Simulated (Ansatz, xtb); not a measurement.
AlClH6NSi+: which of two structures lies lower

Structure I is a singlet given by its coordinates and structure II is a singlet given by its coordinates. Both are isolated ions in the gas phase, relaxed with B3LYP-D3(BJ)/def2-SVP.

I (Å):

```yaml
atoms:
  - { symbol: Al, position_ang: [-0.0023, 1.0550, -1.9424] }
  - { symbol: Cl, position_ang: [-0.3084, -0.3931, -3.3800] }
  - { symbol: N, position_ang: [1.7394, 0.7407, -1.1076] }
  - { symbol: Si, position_ang: [2.0752, -1.0353, -0.5353] }
  - { symbol: H, position_ang: [2.3661, -1.7642, -1.7842] }
  - { symbol: H, position_ang: [3.2099, -0.9211, 0.4042] }
  - { symbol: H, position_ang: [0.7989, -1.4180, 0.1093] }
  - { symbol: H, position_ang: [1.8602, 1.3817, -0.3098] }
  - { symbol: H, position_ang: [2.4908, 1.0028, -1.7632] }
  - { symbol: H, position_ang: [-0.8191, 2.2381, -1.3600] }
```

Close contacts (Å): Al1–Cl2 2.06, Al1–N3 1.96, N3–Si4 1.90, Al1–H10 1.55, N3–H8 1.03, N3–H9 1.03, Si4–H5 1.47, Si4–H6 1.48, Si4–H7 1.48.

II (Å):

```xyz
10

Al    1.0347    0.7412   -0.7350
Cl    1.9694    1.6709   -2.3380
N     0.0391    2.2505    0.1720
Si    0.8489   -1.4907    0.2377
H    -0.9782    2.0990    0.2226
H     0.1778    3.1405   -0.3273
H     0.3383    2.4117    1.1441
H     2.2280   -1.9240    0.5810
H     0.2214   -2.3555   -0.7951
H    -0.0093   -1.3593    1.4463
```

Close contacts (Å): Al1–Cl2 2.08, Al1–N3 2.02, Al1–Si4 2.44, N3–H5 1.03, N3–H6 1.03, N3–H7 1.03, Si4–H8 1.49, Si4–H9 1.49, Si4–H10 1.49.

Q: Which of the two would you expect CCSD(T)/def2-SVP + ΔMP2/def2-TZVPP electronic energies to favour?

A: Structure I; the calculation gives E(II) − E(I) = +3.5 kcal/mol.

Level by level:

| level | geometry | E(II) − E(I) (kcal/mol) | departure from the last row (kcal/mol) | job, with rough time for the two |
| --- | --- | --- | --- | --- |
| B3LYP-D3(BJ)/def2-SVP | B3LYP-D3(BJ)/def2-SVP | +2.5 | −1.0 | optimisation, 48 s |
| HF/def2-SVP | B3LYP-D3(BJ)/def2-SVP | +5.0 | +1.5 | part of the CCSD(T) run |
| MP2/def2-SVP | B3LYP-D3(BJ)/def2-SVP | +4.5 | +1.0 | part of the CCSD(T) run |
| CCSD(T)/def2-SVP | B3LYP-D3(BJ)/def2-SVP | +2.8 | −0.7 | single point |
| CCSD(T)/def2-SVP + ΔMP2/def2-TZVPP | B3LYP-D3(BJ)/def2-SVP | +3.5 |  | single point, 10 s |

The levels shown agree on the order. The largest departure from CCSD(T)/def2-SVP + ΔMP2/def2-TZVPP is that of HF/def2-SVP, 1.5 kcal/mol. A small imaginary or near-zero mode remains, so no thermal terms are given. Levels run at GFN2-xTB geometries aren't shown. The last row adds to CCSD(T) the change of the MP2 difference between the two basis sets, here +0.7 kcal/mol.

The correlated steps freeze 16 core orbitals. Codes used: Ansatz 0.2.0; the last row on 2 threads of Intel(R) Xeon(R) 6975P-C (Granite Rapids) on a shared host.
